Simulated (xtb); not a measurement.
C₄H₂ClF, SMILES F/C=C(\C#C)Cl. All values are semi-empirical tight-binding results from xtb (GFN2-xTB unless named), good for trends rather than for accurate numbers. Geometry: GFN2-xTB. The structure was generated by enumeration; whether it is a known compound was not checked.

point group as xtb finds it: Cs
orbital gap: 3.75 eV
dipole moment: 0.75 D
zero-point energy: 26.8 kcal/mol
G − E(el) at 298.15 K (modified RRHO): 7.5 kcal/mol
static polarisability (D4 model): 58.6 bohr³
solvation energy, GFN2-xTB/ALPB(water): -2.0 kcal/mol
solvation energy, GFN2-xTB/ALPB(octanol): -4.9 kcal/mol
